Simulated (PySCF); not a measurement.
# Spinor energies of Sn(27+) (tin, charge +27)

Start: [Ar] 3d5; 3d3/2 filled at m_j = -3/2, -1/2, +1/2, +3/2; 3d5/2 filled at m_j = +5/2. Calculated with PySCF 2.14 in an even-tempered Gaussian basis (16 s from 4 bohr⁻², ratio 2.8; 12 p from 5.2 bohr⁻², ratio 2.8; 8 d from 5.2 bohr⁻², ratio 2.8; 3 f from 19 bohr⁻², ratio 3): generalised Hartree-Fock with the X2C-1e Hamiltonian and a Gaussian nucleus; one run each with spin-orbit coupling (SO) switched off, then screened by Boettger's factors.

| spinor shell | electrons | ε, spin-free (eV) | ε, screened SO (eV) | weight of nominal j (screened SO) | rms radius, screened SO (bohr) |
| --- | --- | --- | --- | --- | --- |
| 1s1/2 | 2 | -30476.2 | -30473.3 | 1.000 | 0.0333 |
| 2s1/2 | 2 | -5625.5 | -5624.4 | 1.000 | 0.135 |
| 2p1/2 | 2 | -5160.9 | -5325.5 | 0.998 | 0.117 |
| 2p3/2 | 4 | -5160.9 | -5085.1 | 0.999 | 0.122 |
| 3s1/2 | 2 | -1874.3 | -1874.0 | 1.000 | 0.343 |
| 3p1/2 | 2 | -1715.9 | -1759.9 | 0.923 | 0.334 |
| 3p3/2 | 4 | -1715.9 | -1695.2 | 0.961 | 0.343 |
| 3d3/2 | 4 | -1521.8 | -1523.0 | 0.716 | 0.306 |
| 3d5/2 | 1 | -1521.8 | -1515.9 | 1.000 | 0.308 |

```
   quantity    spin-free  screened SO
E (hartree)  -5725.09354  -5726.70729
        M_J          5/2          5/2
       ⟨J²⟩        8.750        8.756
       ⟨L²⟩        0.000        0.560
       ⟨S²⟩        8.750        7.625
```

Each row is a mean over spinors that exchange with the open shell spreads, by up to 37.841 eV (3p3/2).

Rows whose weight is well below 1 are mixtures of j = l ± 1/2: exchange outweighs spin-orbit coupling there, and the label is only the starting occupation.

Breit and QED terms are absent; they matter most for the inner s and p1/2 levels.

Densities and radii are taken from the X2C orbitals without a picture-change correction, which distorts them close to the nucleus.

Without spin-orbit coupling the j labels of p, d and f shells carry no meaning; the spin-free column gives the mean over the occupied spinors of each nl shell.
